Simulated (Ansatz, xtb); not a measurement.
## Br2NSi−: which of two spin states lies lower

We compare I, `[N-]=[Si](Br)Br`, a singlet, with II, the triplet with the links of `[N-]=[Si](Br)Br`. Both are isolated ions in the gas phase, relaxed with B3LYP-D3(BJ)/def2-SVPD.

I (Å):

```yaml
atoms:
  - { symbol: Br, position_ang: [0.8018, 0.7515, -3.2494] }
  - { symbol: Br, position_ang: [-1.5407, -0.9029, -1.1589] }
  - { symbol: N, position_ang: [-1.6389, 2.6724, -1.4519] }
  - { symbol: Si, position_ang: [-0.9950, 1.2779, -1.8339] }
```

II (Å):

```xyz
4

Br    0.7139    0.9636   -3.4117
Br   -1.8086   -0.8183   -1.1611
N    -1.7326    2.4197   -1.7564
Si   -0.5455    1.2339   -1.3649
```

Problem. Estimate E(II) − E(I) at the level CCSD(T)/def2-SVPD.

Solution. Calculated at CCSD(T)/def2-SVPD: E(II) − E(I) = +80.5 kJ/mol, so structure I lies lower.

Level by level:

```
                 level                geometry  E(II) − E(I) (kJ/mol)  departure from the last row (kJ/mol)  job, with rough time for the two
B3LYP-D3(BJ)/def2-SVPD  B3LYP-D3(BJ)/def2-SVPD                   +51.1                                 −29.4             optimisation, 1.8 min
          HF/def2-SVPD  B3LYP-D3(BJ)/def2-SVPD                  −117.5                                −198.0           part of the CCSD(T) run
         MP2/def2-SVPD  B3LYP-D3(BJ)/def2-SVPD                  +157.0                                 +76.5           part of the CCSD(T) run
     CCSD(T)/def2-SVPD  B3LYP-D3(BJ)/def2-SVPD                   +80.5                                                   single point, 2.7 min
```

HF/def2-SVPD puts the two in the other order. The largest departure from CCSD(T)/def2-SVPD is that of HF/def2-SVPD, 198.0 kJ/mol. Levels run at GFN2-xTB geometries aren't shown.

With harmonic frequencies from B3LYP-D3(BJ)/def2-SVPD (ideal gas, rigid rotor, one conformer each, 298.15 K, 1 atm): the zero-point term adds −3.5 kJ/mol; ΔH is +77.9 and ΔG +70.8 kJ/mol.

Open shells are spin-unrestricted. The correlated steps freeze 24 core orbitals; the filled d shell of Br is correlated, in a basis made for valence electrons. ΔG holds the spin degeneracy. Programs: Ansatz 0.2.0; the last row on 2 threads of Intel(R) Xeon(R) Processor @ 2.70GHz on a shared host.
